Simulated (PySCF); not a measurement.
A TDDFT job was run through a driver script with this input:

```
{"job": {"kind": "uv", "xc": "wB97X-D", "basis": "def2-SVPD", "nstates": 8, "ntriplets": 3}, "charge": 0, "multiplicity": 1}
C     -0.654740    -1.533319    -0.987745
C     -0.264655    -0.489457    -0.249043
B      1.265630    -0.040537    -0.164993
O      2.050720     0.096433    -1.258984
O      1.790757     0.138876     1.055353
C     -1.249993     0.201093     0.571204
F     -2.416570    -0.440284     0.811169
C     -1.124963     1.421707     1.095636
F     -2.043492     2.028610     1.835785
F     -0.083018     2.220979     0.910327
H     -1.675492    -1.879915    -1.000882
H      0.048359    -2.082029    -1.590166
H      1.642964    -0.039536    -2.112062
H      2.713814     0.396907     1.062235
```

Its output, with some lines taken out ([cut]) and without the SCF cycles:

```
converged SCF energy = -629.0888321740

Static polarisability (au): isotropic 73.904, principal 52.231 71.266 98.217

Singlet excitations
state   eV       nm        f      main configurations
[cut]
  2   6.4873    191.1   0.04338   H->L+1 0.58, H->L+3 0.13, H->L+2 0.08
  3   6.9316    178.9   0.03018   H-1->L 0.45, H-3->L 0.25, H-2->L 0.24
[cut]
[cut]
[cut]
  7   7.5604    164.0   0.02759   H->L+3 0.31, H->L+5 0.18, H->L+2 0.15
  8   8.0540    153.9   0.01301   H-2->L 0.45, H-3->L 0.44

Triplet excitations (Tamm-Dancoff, eV): 3.2910 4.9635 6.1063
```

Method: TDDFT wB97X-D/def2-SVPD, vertical, gas phase, core orbitals frozen in the response in PySCF 2.14.0, density-fitted response routines. One conformer (not necessarily the lowest) at the GFN2-xTB geometry, without solvent, vibrations or thermal averaging.

Restore the lines that were cut, in order.

```
  1   5.4879    225.9   0.34670   H->L 0.92
  4   7.0093    176.9   0.11341   H->L+3 0.34, H->L+1 0.21, H->L+6 0.12
  5   7.2633    170.7   0.07368   H->L+4 0.63
  6   7.4491    166.4   0.06042   H-1->L 0.40, H-2->L 0.20, H-3->L 0.19
```

Give the mean polarisability in Å³.

73.90 au × 0.148185 = 10.95 Å³.

What transition dipole goes with state 1?

|μ|² = 3f / (2ΔE) = 3 × 0.3467 / (2 × 0.2017) ≈ 2.579 au, so |μ| = 4.08 D.

What is the total energy of state 3 at this geometry?

-629.08883 + 0.25473 = -628.83410 hartree.

Which species is it?

`FC(F)=C(F)C(B(O)O)=C` (C4H4BF3O2), point group C1.

H and L stand for HOMO and LUMO.

Shape of the structure used: `[CH2:1]=[C:2]([B:3]([OH:4])[OH:5])[C:6]([F:7])=[C:8]([F:9])[F:10]`: C1–C2–B3–O4 47°, C1–C2–C6–F7 16°, H–O4–B3–C2 3°, H–O5–B3–C2 179°.

wB97X-D is run here without its empirical dispersion term; that term would change no orbital, density or response property at a fixed geometry.
